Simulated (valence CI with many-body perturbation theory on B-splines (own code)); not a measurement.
**Forbidden lines of Hg VIII**

Level of theory: valence CI with perturbative core correlation (CI+MBPT): five valence electrons over a frozen Dirac-Fock core [Xe] 4f14, radial functions for each j: 7 s, 7 p, 8 d, 6 f, 4 g, 1 h, with the one-electron correlation potential Σ1 (screened to all orders), the two-electron term Σ2, the three-electron term Σ3, Breit, model QED; selected single and double excitations, second order for the rest, scaled by the run's own slope (own B-spline code, finite nucleus).

No measured spectrum was set against this ion. As an estimate, terms of the open shell hold to 2 to 4 % of their energy, and close levels can change places; different configurations can be misplaced against each other by 1,000 to 8,000 cm⁻¹. Core correlation moves these levels by up to 16000 cm⁻¹, and in measured spectra 5 to 20 % of such shifts remained as error; rates that hang on mixing are uncertain with them. Among the levels kept, up to 910 cm⁻¹ of a level comes from second order outside the variational space, and about a tenth of that is noise between levels of different J, which matters for small intervals. Only levels of the ground parity were solved; by the run's estimate the other parity begins above the list, which can be wrong where configurations are misplaced.

Lines 1 to 50 of 120 in falling wavelength, among levels below 229570 cm⁻¹, chosen from the decays that carry over 1 % of a level's rate. Wavelengths and rates use the calculated energies, so an error of 2000 cm⁻¹ moves a line at 1735 nm by 35 % and its rate by three times that or more. Electric multipoles are in the length gauge, E1 and E2 with the static RPA response of the core. S is in atomic units (e²a₀⁴ for E2 and M2, e²a₀⁶ for E3), for M1 in squared Bohr magnetons. Weak lines are less certain than strong ones. Lines between different terms over intervals too small for the method are left out, as are lines whose strength nearly cancels. Intervals below about 2000 cm⁻¹, as at the head of this list, are uncertain by tens of per cent.

Names give the largest LS component (configuration and term), which can be under half, so a name can repeat, a term be missing and a line seem to break the LS rules; names also repeat where a configuration has a term twice. Letters in brackets count levels of one name in rising energy.

```csv
λ vac (nm),Upper,Lower,Type,A (s⁻¹),S (a.u.)
4725,5d5 4G_9/2,5d5 4G_11/2,M1,1.96e-01,7.67e+00
4542,5d5 4G_11/2,5d5 4G_7/2,E2,2.65e-08,5.48e-02
2316,5d5 4G_9/2,5d5 4G_7/2,M1,1.87e+00,8.61e+00
1853,5d5 2I_13/2,5d5 2I_11/2,M1,1.28e+00,4.22e+00
1735,5d5 4P_1/2,5d5 4D_3/2,M1,8.35e+00,3.24e+00
1566,5d5 2F_7/2 [a],5d5 4D_7/2,M1,6.86e-01,7.81e-01
1546,5d5 2D_3/2 [a],5d5 2D_5/2 [a],M1,2.92e+00,1.60e+00
1269,5d5 2G_7/2 [a],5d5 2F_5/2 [a],M1,2.74e+00,1.66e+00
1244,5d5 4D_7/2,5d5 4G_9/2,M1,2.29e+00,1.31e+00
1204,5d5 4D_7/2,5d5 4G_5/2 [b],M1,1.07e+01,5.56e+00
1099,5d5 4F_3/2,5d5 2D_5/2 [a],M1,8.02e+00,1.58e+00
1024,5d5 2G_9/2 [a],5d5 4D_7/2,M1,8.81e+00,3.51e+00
1023,5d5 4G_7/2,5d5 4G_5/2 [a],M1,1.82e+01,5.79e+00
941.6,5d5 2H_9/2,5d5 2G_9/2 [a],M1,8.87e+00,2.75e+00
910.9,5d5 4F_5/2,5d5 4F_3/2,M1,4.94e+00,8.31e-01
908.5,5d5 4D_3/2,5d5 4G_5/2 [a],M1,1.36e+01,1.51e+00
860.8,5d5 4F_7/2,5d5 4F_5/2,M1,9.45e+00,1.79e+00
829.9,5d5 2G_7/2 [a],5d5 2G_9/2 [a],M1,2.09e+00,3.55e-01
809.5,5d5 4D_7/2,5d5 4G_7/2,M1,1.89e+01,2.98e+00
779.9,5d5 2D_3/2 [b],5d5 2F_5/2 [a],M1,1.50e+00,1.06e-01
772.6,5d5 2G_9/2 [b],5d5 2G_7/2 [a],M1,8.84e+00,1.51e+00
747.7,5d5 4D_1/2,5d5 4P_1/2,M1,6.80e+01,2.11e+00
746.7,5d5 4F_7/2,5d5 2H_9/2,M1,1.50e+01,1.85e+00
734.7,5d5 4F_5/2,5d5 2D_3/2 [a],M1,1.99e+01,1.76e+00
723.3,5d5 4G_5/2 [b],5d5 4G_5/2 [a],M1,7.95e+01,6.69e+00
718.9,5d5 2D_3/2 [a],5d5 4P_1/2,M1,2.19e+00,1.20e-01
717.6,5d5 2F_5/2 [a],5d5 4D_7/2,M1,1.05e+01,8.65e-01
714.3,5d5 2H_9/2,5d5 2F_7/2 [a],M1,4.04e+00,5.46e-01
695.8,5d5 2G_9/2 [b],5d5 2H_9/2,M1,4.13e+01,5.15e+00
693.4,5d5 2F_7/2 [a],5d5 4G_9/2,M1,2.87e+01,2.84e+00
692.8,5d5 2D_5/2 [a],5d5 4G_7/2,M1,3.05e+01,2.26e+00
687.0,5d5 2I_11/2,5d5 4G_9/2,M1,1.31e+01,1.90e+00
680.7,5d5 2F_7/2 [a],5d5 4G_5/2 [b],M1,8.95e+00,8.37e-01
675.0,5d5 2F_7/2 [b],5d5 2F_5/2 [a],M1,2.28e+00,2.08e-01
648.1,5d5 2G_7/2 [a],5d5 2F_7/2 [a],M1,2.20e+01,1.78e+00
647.9,5d5 2F_5/2 [b],5d5 4F_3/2,M1,3.52e+01,2.13e+00
642.0,5d5 2D_3/2 [b],5d5 4F_3/2,M1,3.23e+01,1.27e+00
633.9,5d5 4F_5/2,5d5 2F_7/2 [a],M1,4.60e+01,2.61e+00
604.5,5d5 4F_3/2,5d5 4P_1/2,M1,1.05e+01,3.43e-01
599.8,5d5 2I_11/2,5d5 4G_11/2,M1,6.52e+01,6.26e+00
593.3,5d5 2D_3/2 [a],5d5 4G_5/2 [b],M1,1.31e+01,4.07e-01
533.6,5d5 2F_7/2 [a],5d5 4G_7/2,M1,1.43e+01,6.45e-01
533.5,5d5 2D_3/2 [b],5d5 4D_1/2,M1,7.08e+00,1.59e-01
528.0,5d5 2S_1/2,5d5 4F_3/2,M1,2.09e+01,2.28e-01
527.5,5d5 4G_5/2 [a],5d5 6S_5/2,M1,9.38e+01,3.06e+00
526.7,5d5 2F_7/2 [b],5d5 2G_9/2 [a],M1,2.38e+00,1.03e-01
522.5,5d5 4D_1/2,5d5 4D_3/2,M1,6.15e+01,6.51e-01
513.2,5d5 4F_3/2,5d5 4G_5/2 [b],M1,5.60e+00,1.12e-01
504.0,5d5 4F_7/2,5d5 2F_5/2 [a],M1,5.82e+01,2.21e+00
502.1,5d5 2G_9/2 [a],5d5 4G_11/2,M1,2.81e+01,1.32e+00
```
